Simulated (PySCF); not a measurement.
Isomers of C5H11PSi, one GFN2-xTB conformer each. Single-point energies are computed at PBE0/pcSseg-1 (PySCF, gas phase, no added dispersion term), electronic only.

```tsv
SMILES	GFN2-xTB relative energy (kJ/mol)
C[Si](C)(C)CC#P	141.7
C#CCP([SiH3])CC	125.8
C[SiH2]P1CC=CC1	0.0
C#CCP(C)[SiH2]C	138.3
CC#C[Si](C)(C)P	136.5
C=C[Si]1(P)CCC1	132.5
C=CC(C=C)[SiH2]P	115.6
C/C([SiH3])=P\C1CC1	109.2
CC1=C(C)P1C[SiH3]	128.4
```

Conformers: `[CH:1]#[C:2][CH2:3][P:4]([SiH3:5])[CH2:6][CH3:7]` with C2–C3–P4–Si5 170°, C3–P4–C6–C7 173°; `[CH3:1][SiH2:2][P:3]1[CH2:4][CH:5]=[CH:6][CH2:7]1` with C1–Si2–P3–C4 -177°, Si2–P3–C4–C5 81°, P3–C4–C5–C6 14°, C5–C6–C7–P3 -14°, Si2–P3–C7–C6 -79°; `[CH:1]#[C:2][CH2:3][P:4]([CH3:5])[SiH2:6][CH3:7]` with C2–C3–P4–C5 -55°, C3–P4–Si6–C7 55°; `[CH3:1][C:2]#[C:3][Si:4]([CH3:5])([CH3:6])[PH2:7]` with C3–Si4–P7–H 46° and -46°; `[CH2:1]=[CH:2][Si:3]1([PH2:4])[CH2:5][CH2:6][CH2:7]1` with C1–C2–Si3–P4 1°, C2–Si3–P4–H -48° and 45°, C2–Si3–C5–C6 100°, Si3–C5–C6–C7 13°, C5–C6–C7–Si3 -13°, C2–Si3–C7–C6 -100°; `[CH2:1]=[CH:2][CH:3]([CH:4]=[CH2:5])[SiH2:6][PH2:7]` with C1–C2–C3–C4 145°, C2–C3–C4–C5 -137°, C2–C3–Si6–P7 53°, C3–Si6–P7–H 73° and 166°; `[CH3:1]/[C:2]([SiH3:3])=[P:4]\[CH:5]1[CH2:6][CH2:7]1` with C2–P4–C5–C6 89°; `[CH3:1][C:2]1=[C:3]([CH3:4])[P:5]1[CH2:6][SiH3:7]` with C3–P5–C6–Si7 123°.

Question: What does PBE0/pcSseg-1 give for the same structures?

Answer: 
```tsv
SMILES	PBE0/pcSseg-1 E (Eh)	PBE0/pcSseg-1 (kJ/mol)	GFN2-xTB (kJ/mol)	point group
C[Si](C)(C)CC#P	-827.44859	0.0	141.7	Cs
C[SiH2]P1CC=CC1	-827.44762	2.5	0.0	C1
CC#C[Si](C)(C)P	-827.43346	39.7	136.5	Cs
C=C[Si]1(P)CCC1	-827.42143	71.3	132.5	–
C=CC(C=C)[SiH2]P	-827.39802	132.8	115.6	C1
CC1=C(C)P1C[SiH3]	-827.39267	146.8	128.4	C1
C#CCP(C)[SiH2]C	-827.39246	147.4	138.3	C1
C/C([SiH3])=P\C1CC1	-827.38767	159.9	109.2	C1
C#CCP([SiH3])CC	-827.37475	193.9	125.8	C1
```

GFN2-xTB puts C[SiH2]P1CC=CC1 lowest instead; measured from each level's own lowest isomer, the values differ by up to 141.7 kJ/mol (C[Si](C)(C)CC#P: 141.7 against 0.0). As drawn, the lowest has an Si–C bond, which the highest lacks; the highest has a C≡C bond, which the lowest lacks. Neighbours under 10 kJ/mol apart (C[Si](C)(C)CC#P and C[SiH2]P1CC=CC1; CC1=C(C)P1C[SiH3] and C#CCP(C)[SiH2]C) can change places with a better method, another conformer or zero-point energy.

Question: Which frontier levels, dipoles and rotational constants go with these structures?

Answer: 
| SMILES | HOMO (eV, PBE0/pcSseg-1) | LUMO (eV) | dipole (D) | A, B, C (MHz) |
| --- | --- | --- | --- | --- |
| C[Si](C)(C)CC#P | -6.94 | -0.80 | 2.37 | 2905, 886.0, 879.7 |
| C[SiH2]P1CC=CC1 | -6.64 | 0.19 | 1.10 | 3174, 1204, 1154 |
| CC#C[Si](C)(C)P | -6.98 | 0.25 | 2.14 | 2113, 915.9, 816.7 |
| C=C[Si]1(P)CCC1 | -7.46 | -0.56 | 1.32 | 2058, 1422, 1004 |
| C=CC(C=C)[SiH2]P | -6.84 | -0.17 | 0.87 | 2500, 1115, 842.8 |
| CC1=C(C)P1C[SiH3] | -6.24 | 0.36 | 2.14 | 2654, 1060, 888.6 |
| C#CCP(C)[SiH2]C | -6.63 | 0.19 | 0.76 | 1888, 1521, 1126 |
| C/C([SiH3])=P\C1CC1 | -6.93 | -1.64 | 1.97 | 4315, 906.9, 801.0 |
| C#CCP([SiH3])CC | -6.82 | 0.11 | 1.24 | 2360, 1163, 846.7 |

Question: As an exercise, what shares would exp(−E/RT) give at 2000 K from these electronic energies alone (no entropy, no degeneracies)?

Answer: RT = 16.629 kJ/mol: C[Si](C)(C)CC#P 50.9 %, C[SiH2]P1CC=CC1 43.7 %, CC#C[Si](C)(C)P 4.7 %, C=C[Si]1(P)CCC1 0.7 %, C=CC(C=C)[SiH2]P under 0.1 %, CC1=C(C)P1C[SiH3] under 0.1 %, C#CCP(C)[SiH2]C under 0.1 %, C/C([SiH3])=P\C1CC1 under 0.1 %, C#CCP([SiH3])CC under 0.1 %.
